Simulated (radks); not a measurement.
Question: Species: Pb. Configuration: [Hg] 6p2 (the NIST ground configuration). Method: Dirac Kohn-Sham, PBEsol, spin-unpolarised, spherical densities, point nucleus; open shells are shared between the two j in proportion to 2j + 1; computed with a radial shooting solver on a logarithmic mesh with Libxc functionals.

Spin-orbit splittings of the eigenvalues, e(l+1/2) - e(l-1/2), with zeta = 2 splitting/(2l+1) and mean radii in bohr:

| shell | occ. | splitting (eV) | zeta (eV) | <r> j=l-1/2 | <r> j=l+1/2 |
|---|---|---|---|---|---|
| 2p | 6 | 2189 | 1459 | 0.05488 | 0.06380 |
| 3p | 6 | 488.3 | 325.5 | 0.1645 | 0.1807 |
| 3d | 10 | 103.9 | 41.57 | 0.1570 | 0.1619 |
| 4p | 6 | 119.6 | 79.75 | 0.3854 | 0.4200 |
| 4d | 10 | 22.32 | 8.929 | 0.4247 | 0.4358 |
| 4f | 14 | 5.032 | 1.438 | 0.4509 | 0.4572 |
| 5p | 6 | ? | ? | 0.9125 | 1.005 |
| 5d | 10 | 2.589 | 1.035 | 1.279 | 1.328 |
| 6p | 2 | 1.487 | 0.9911 | 3.005 | 3.509 |

Estimate the 5p splitting.

Answer: 22.43 eV (zeta = 14.95 eV).
